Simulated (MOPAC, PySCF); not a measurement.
C₃H₈Si, SMILES `C(=C\[SiH3])/C`, neutral singlet in the gas phase. 

Cartesian coordinates (Å):
```xyz
12

C     -2.0709    -0.0865    -0.0047
C     -0.5906    -0.1728     0.1327
C      0.2979     0.2207    -0.7799
Si     2.1297     0.0808    -0.5358
H     -2.3608     0.3474    -0.9631
H     -2.5272    -1.0779     0.0806
H     -2.5005     0.5227     0.7971
H     -0.2296    -0.5981     1.0694
H     -0.0835     0.6432    -1.7100
H      2.3952    -0.5209     0.7987
H      2.7518    -0.7731    -1.5853
H      2.7885     1.4144    -0.6065
```
Charge 0, spin multiplicity 1.

All levels are single points at this geometry (PBE0-D3(BJ)/def2-TZVP); Pople sets use spherical d functions. Orbital energies aren't observables, and empty levels follow the basis.

B3LYP/LANL2DZ in PySCF gives HOMO (eV) = -7.08.

Question: Estimate the HOMO (eV) from each of these levels: PBE-D3(BJ)/def2-TZVP in PySCF; PBE0-D3(BJ)/def2-TZVP in PySCF; B3LYP/3-21G in PySCF; SVWN5/6-31G* in PySCF; HF/6-31G* in PySCF; HF/STO-3G in PySCF; PM3 in MOPAC; PM6 in MOPAC.

Answer: 
```tsv
level	HOMO (eV)
PBE-D3(BJ)/def2-TZVP in PySCF	-6.43
PBE0-D3(BJ)/def2-TZVP in PySCF	-7.54
B3LYP/3-21G in PySCF	-7.07
SVWN5/6-31G* in PySCF	-6.26
HF/6-31G* in PySCF	-9.81
HF/STO-3G in PySCF	-8.03
PM3 in MOPAC	-9.63
PM6 in MOPAC	-10.04
```
